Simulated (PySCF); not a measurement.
B(F)(OH)(NH2) (BFH3NO), SMILES NB(O)F. The structure is a stationary point at PBE0-D3(BJ)/def2-SVP. One conformer was computed; it need not be the lowest.

Computed equilibrium geometry at PBE0-D3(BJ)/def2-SVP (PySCF confirms it by a frequency run) as bond lengths and angles, and its point group (one conformer of several):
point group Cs.
Atoms: B1 F2 O3 H4 N5 H6 H7. Bond lengths (Å): B1–F2 1.347, B1–O3 1.362, B1–N5 1.401, O3–H4 0.961, N5–H6 1.009, N5–H7 1.009. Angles (°): F2–B1–O3 119.3, F2–B1–N5 119.4, O3–B1–N5 121.3, B1–O3–H4 111.7, B1–N5–H6 122.3, B1–N5–H7 122.4, H6–N5–H7 115.3.
Charge 0, spin multiplicity 1.
